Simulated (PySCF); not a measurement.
Input of a run (PBE0-D3(BJ)/def2-SVP geometry optimisation, gas phase (PySCF 2.14.0)), started from GFN2-xTB:
```
{"job": {"xc": "PBE0", "basis": "def2-SVP", "d3": "d3bj", "grid": 1, "kind": "geom"}, "charge": 0, "multiplicity": 1}
C      0.952421     1.775892     0.026468
Si     0.221642     0.069749    -0.336132
O      0.457331    -0.139521    -1.932113
S      1.233986    -1.523634     0.718745
Si     3.282254    -1.123368     0.257839
N     -1.451504    -0.047756     0.103147
Si    -1.857745    -0.356368     1.778447
Si    -2.636021     0.074170    -1.167395
H      0.947451     1.984104     1.091423
H      0.370004     2.545124    -0.469208
H      1.975217     1.847576    -0.328745
H      0.134752    -0.922127    -2.372523
H      3.704503     0.086646     0.956709
H      3.965769    -2.304517     0.757246
H      3.445862    -0.958899    -1.181508
H     -3.262813     0.012759     1.925495
H     -1.007773     0.506385     2.600951
H     -1.644514    -1.767418     2.089402
H     -2.221671     1.143414    -2.075897
H     -3.914858     0.385260    -0.540763
H     -2.703213    -1.197974    -1.902060
```

Output (energies in Eh, forces in Eh/bohr):
```
step   0  E = -1730.80969424  max force = 0.020747
step   1  E = -1730.81801687  max force = 0.002874
step   2  E = -1730.81847230  max force = 0.001804
step   3  E = -1730.81871673  max force = 0.001801
step   4  E = -1730.81887197  max force = 0.001135
step   5  E = -1730.81899408  max force = 0.000987
step   6  E = -1730.81906167  max force = 0.001208
step   7  E = -1730.81914896  max force = 0.001531
step   8  E = -1730.81921564  max force = 0.000889
step   9  E = -1730.81927641  max force = 0.000637
step  10  E = -1730.81930478  max force = 0.001074
step  11  E = -1730.81933102  max force = 0.000959
step  12  E = -1730.81935236  max force = 0.000597
step  13  E = -1730.81938009  max force = 0.000615
step  14  E = -1730.81940580  max force = 0.000884
step  15  E = -1730.81942476  max force = 0.000709
step  16  E = -1730.81943514  max force = 0.000270
optimisation converged
```

Summarise the run.

The energy falls by 25.6 kJ/mol over 17 energy and gradient evaluations, the largest force component goes from 0.0207 to 2.7e-04 Eh/bohr, and the atoms move by 0.346 Å rms after alignment. The bond that changes most is Si2–O3 (oxygen-bound silicon to silanol oxygen), which lengthens by 0.039 Å. Bonds longer at the end by more than 0.005 Å: 18 of 20; shorter: 1. Among the angles that change most is O3–Si2–N6, from 112.3° to 107.4°. Among the dihedrals that turn most is S4–Si2–O3–H12, from 62° to 33°. The energy never rose by more than 1e-6 Eh on the way. The first step brought 85 % of the lowering.

What are the final bond lengths?

C1–Si2 1.854 Å, Si2–O3 1.665 Å, Si2–S4 2.159 Å, S4–Si5 2.149 Å, Si2–N6 1.740 Å, N6–Si7 1.757 Å, N6–Si8 1.758 Å, C1–H9 1.100 Å, C1–H10 1.101 Å, C1–H11 1.100 Å, O3–H12 0.963 Å, Si5–H13 1.493 Å, Si5–H14 1.490 Å, Si5–H15 1.494 Å, Si7–H16 1.494 Å, Si7–H17 1.493 Å, Si7–H18 1.494 Å, Si8–H19 1.492 Å, Si8–H20 1.495 Å, Si8–H21 1.495 Å. Numbering counts from 1 in the input's order; the species is `C[Si@@](O)(S[SiH3])N([SiH3])[SiH3]`.

The run used 197 basis functions and 111 SCF cycles in all. Cost: about 16 min of CPU time on one thread; the machine was shared, so the figure is rough.

Whether it is a minimum is left open (no frequencies). One conformer, not necessarily the lowest.
